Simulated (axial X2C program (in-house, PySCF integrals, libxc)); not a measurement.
**How long does TeC take?**

A bond scan computed with an in-house all-electron X2C program for linear molecules (integrals from PySCF). Basis: Te dyall-cv3z [11s12p8d4f1g], C dyall-v3z [7s6p2d1f] (cores contracted in-house).

Input:
```json
{"zs": [52, 6], "q": 0, "bas": ["dyall-cv3z", "dyall-v3z"], "levels": ["PBE0", "HF", "M06"], "cc": true, "r0": 1.95, "thr": -2.0, "nmax": 110, "npts": 10, "nst": 2, "ntry": 8}
```
```bash
python so2c.py task.json out
```

Keys: zs atomic numbers; q charge; bas basis sets; levels methods; cc coupled cluster on or off; r0 starting distance in Å; thr threshold in hartree for freezing inner shells (an s shell follows its p shell); nmax most natural virtual spinors; npts points on the curve; nst determinants followed; ntry starts of the search. HF also brings MP2.

Hardware: 1 thread of Arm Neoverse V1 (shared host).

Wall time of one point of each curve, integrals apart:

| Hamiltonian | level | points | seconds a point |
| --- | --- | --- | --- |
| spin-free | PBE0 | 10 | 0.28 |
| spin-free | HF | 10 | 0.15 |
| spin-free | CCSD(T) (20 electrons, 108 virtuals) | 7 | 29 |
| spin-free | M06 | 10 | 0.47 |
| 2c | PBE0 | 10 | 0.38 |
| 2c | HF | 10 | 0.32 |
| 2c | CCSD(T) (20 electrons, 110 virtuals) | 7 | 41 |
| 2c | M06 | 10 | 0.62 |

The rest:

Search with its distance optimisation 22 s, atoms 74 s, whole task 620 s. Coupled cluster runs on the points near the minimum only. The program drops outer points, and coupled cluster, when its time limit (not in the input) nears; MP2, further determinants and curves that did not converge are not in the table.
